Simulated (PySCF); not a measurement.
## A ladder of Hamiltonians for Se³²⁺ (selenium, charge +32)

Occupied: 1s1/2. Hartree-Fock calculated with PySCF 2.14 in an uncontracted even-tempered set (19 s from 4 bohr⁻², ratio 2.3; 13 p from 4.8 bohr⁻², ratio 2.3), Gaussian nucleus throughout. NR is non-relativistic, sf-X2C the spin-free one-electron X2C Hamiltonian, X2C adds the bare one-electron spin-orbit term, X2C-SNSO screens it by Boettger's factors, DC is four-component Dirac-Coulomb, and the Gaunt and Breit terms are added at first order (total energies over the DC spinors, levels after relaxing the spinors in that mean field). QED terms are absent. Levels marked empty are virtual spinors of this ion.

```tsv
level (eV)	NR	sf-X2C	X2C	X2C-SNSO
1s1/2	-15154.3	-15383.8	-15383.8	-15383.8
2s1/2 (empty)	-3570.6	-3638.2	-3638.2	-3638.2
2p1/2 (empty)	-3508.4	-3536.6	-3573.7	-3572.6
2p3/2 (empty)	-3508.4	-3536.6	-3519.0	-3519.5
3s1/2 (empty)	-1572.3	-1595.8	-1595.8	-1595.8
```

Problem. Where do the four-component calculations put these levels?

Solution. 1s1/2: DC -15390.7, DC+Gaunt -15376.8, DC+Breit -15376.8; 2s1/2 (empty): DC -3638.8, DC+Gaunt -3637.4, DC+Breit -3637.5; 2p1/2 (empty): DC -3572.1, DC+Gaunt -3569.1, DC+Breit -3569.5; 2p3/2 (empty): DC -3520.0, DC+Gaunt -3518.4, DC+Breit -3518.9; 3s1/2 (empty): DC -1596.0, DC+Gaunt -1595.6, DC+Breit -1595.7 (eV).

| Hamiltonian | E (hartree) | E − E(DC) (hartree) | CPU seconds |
| --- | --- | --- | --- |
| NR | -1134.8499 | 17.8591 | 0.24 |
| sf-X2C | -1152.4548 | 0.2542 | 0.14 |
| X2C | -1152.4548 | 0.2542 | 0.14 |
| X2C-SNSO | -1152.4548 | 0.2542 | 0.13 |
| DC | -1152.7089 | 0.0000 | 2.9 |
| DC+Gaunt | -1152.1906 | 0.5183 | 5 |
| DC+Breit | -1152.1906 | 0.5183 | 45 |

Weight of the small component: 1s1/2 0.0153, 2s1/2 0.00358, 2p1/2 0.00355, 2p3/2 0.00350, 3s1/2 0.00157.

Koopmans' value for the highest occupied level at DC+Breit: 15376.8 eV, against an ionisation energy of 15367.5 eV (theoretical estimate listed by NIST; NIST Atomic Spectra Database, ionization energies); the former lacks relaxation, correlation, QED and recoil.

The whole ladder took 54 s of wall time on 1 thread of Intel(R) Xeon(R) Platinum 8488C (shared host), launched as `OMP_NUM_THREADS=1 python relrun2.py TASK.json OUT` (a driver that calls PySCF for each Hamiltonian).
